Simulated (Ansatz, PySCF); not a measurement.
Stretching the Si3–H4 bond in H4MgSi (SMILES [MgH][SiH3]) (multiplicity 1 held, fragments rigid). Energies count from the point at 1.491 Å.
Geometry at that point (charge 0, multiplicity 1):
```tsv
atom	x (Å)	y (Å)	z (Å)
Mg	-1.2739	-0.6992	-0.1785
H	-2.7546	-1.5120	-0.3860
Si	0.9718	0.5334	0.1362
H	1.6131	0.2497	1.4524
H	0.8377	2.0169	0.0636
H	1.9863	0.1688	-0.8943
```

U- levels take the lowest unrestricted solution at each point, which mixes spins at long bonds. Active spaces are followed from a long bond inwards. Curves can end on different states.

Frozen-core correlation. Rows in 3-21G, 6-31G* carry no dispersion term and start afresh at each structure (6-31G* with six Cartesian d functions). MP2/6-31G* freezes PySCF's default core, which is smaller on s-block atoms.

Programs: Ansatz (a first-principles code); PySCF for 3-21G rows, 6-31G* rows. Each number belongs to the level named beside it.

Other levels give for the energy at R = 4.772 Å: U-PBE/def2-TZVPP 83.86; U-B3LYP/def2-TZVPP 87.37; U-wB97X-V/def2-TZVPP 89.41; FIC-MRCISD+Q on CASSCF(2,2)/def2-TZVPP 87.27 kcal/mol.

Task: What do these common cheap choices give for the same quantity: R-HF/3-21G, R-HF/6-31G*, U-HF/6-31G*, R-MP2/6-31G*?

Result: R-HF/3-21G 163.33; R-HF/6-31G* 162.97; U-HF/6-31G* 67.69; R-MP2/6-31G* 111.30 kcal/mol. They span 67.69 to 163.33 kcal/mol.

Doubts at one or more of the structures used: a restricted determinant that unrestricted orbitals would lower (R-HF/3-21G, R-HF/6-31G*, R-MP2/6-31G*); a spin-contaminated determinant (U-HF/6-31G*, U-PBE/def2-TZVPP, U-B3LYP/def2-TZVPP, U-wB97X-V/def2-TZVPP).
